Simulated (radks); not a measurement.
Results of a calculation; reference values are marked as such.
Valence configurations of the nitrogen ion N+ (all share [He]). Level of theory: scalar-relativistic Kohn-Sham, PBE, spin-polarised, spherical densities, point nucleus; open shells are filled with parallel spins first (a radial shooting solver on a logarithmic mesh with Libxc functionals). Energies are relative to 2s2 2p2; eigenvalues in eV for spin up.

| valence | E (eV) | moment (Bohr magnetons) | e(2p) | e(2s) |
|---|---|---|---|---|
| 2s2 2p2 | 0.000 | 2 | -22.032 | -33.826 |
| 2p4 | 23.493 | 2 | -22.326 | - |
| 2s1.5 2p2.5 | 3.469 | 3 | -22.498 | -34.350 |
| 2s1 2p3 | 5.632 | 4 | -22.785 | -34.684 |
| 2s0.5 2p3.5 | 15.148 | 3 | -22.669 | -34.546 |

NIST lists [He] 2s2 2p2 as the ground configuration; this level of theory agrees among the configurations tried. The energies are those of spherical high-spin densities, not of single terms.
